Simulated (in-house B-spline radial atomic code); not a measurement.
Configurations of W IV (W3+), with energies counted from [Xe] 4f14 (5d3/2)3. Level of theory: Dirac-Hartree-Fock, average of each configuration as written, Fermi nucleus of rms radius 5.3658 fm; calculated with an all-electron radial atomic-structure program (B-spline basis). Energies include first-order Breit, QED and recoil terms.

Occupations are held fixed; configurations that lie above the ionisation limit could autoionise.

```json
{"configuration": "[Xe] 4f14 (5d3/2)1 (5d5/2)2", "E - E(ref) (eV)": "1.9333", "highest orbital": "5d5/2", "its <r> (bohr)": "1.771"}
{"configuration": "[Xe] 4f14 (5d3/2)1 (5d5/2)1 (8p3/2)1", "E - E(ref) (eV)": "29.048", "highest orbital": "8p3/2", "its <r> (bohr)": "9.394"}
{"configuration": "[Xe] (4f5/2)5 (4f7/2)8 (5d3/2)3 (6d5/2)1", "E - E(ref) (eV)": "55.649", "highest orbital": "6d5/2", "its <r> (bohr)": "4.403"}
{"configuration": "[Kr] 4d10 4f14 5s2 (5p1/2)1 (5p3/2)4 (5d5/2)3 9s1", "E - E(ref) (eV)": "81.254", "highest orbital": "9s1/2", "its <r> (bohr)": "12.07"}
{"configuration": "[Kr] 4d10 4f14 5s2 (5p1/2)1 (5p3/2)4 (5d5/2)3 (7f7/2)1", "E - E(ref) (eV)": "81.741", "highest orbital": "7f7/2", "its <r> (bohr)": "11.39"}
```

(1) Order these further configurations by energy, lowest first.
A. [Xe] 4f14 (5d5/2)2 (8g9/2)1
B. [Kr] 4d10 4f14 5s2 (5p1/2)2 (5p3/2)3 (5d3/2)2 (5d5/2)1 (7g9/2)1
C. [Xe] 4f14 (5d3/2)2 (5d5/2)1
D. [Xe] (4f5/2)5 (4f7/2)8 (5d3/2)3 6s1
E. [Xe] (4f5/2)5 (4f7/2)8 (5d5/2)3 (7g7/2)1

(2) How far above the reference does [Xe] 4f14 (5d3/2)1 (5d5/2)1 6s1 lie?

Results:

(1) C (1.0992 eV), A (34.97 eV), D (39.081 eV), E (70.4 eV), B (72.741 eV).

(2) 5.3101 eV; its least bound orbital is 6s1/2 with <r> = 2.643 bohr.
